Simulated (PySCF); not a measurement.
Coordinates in bohr (charge -1 multiplicity 1):
```
Sc    0.0000    0.0000    0.0000
Cl    2.5737    2.5737    2.5737
Cl   -2.5737    2.5737   -2.5737
Cl    2.5737   -2.5737   -2.5737
Cl   -2.5737   -2.5737    2.5737
```

Computed with PBE/[Sc def2-SVPD, Cl def2-SVPD], no relativity, density fitting, PySCF.

This geometry of ScCl₄⁻ is a stationary point at this level.

(1) What is the point group?

(2) Is it a minimum?

(3) Which band is strongest in the infrared?

(4) What are the dipole moment and the gap between the highest occupied and lowest empty levels?

(5) Give the atomic charges and bond orders.

## Answers

(1) Td.

(2) Yes: all harmonic wavenumbers are real.

(3) 380 cm⁻¹ (t2), 433 km/mol.

(4) 0.00 D about the centre of mass and 4.70 eV.

(5) 
```csv
atom,Mulliken,Löwdin,polar tensor,Mayer order to Sc1
Sc1,1.11,0.24,1.82,–
"Cl2,3,4,5",-0.53,-0.31,-0.71,0.87
```

Stability towards spin polarisation was not tested. Only a few start shapes were tried, so a lower isomer may exist. The lowest empty level of this anion is unbound, so it and the gap depend on the basis.
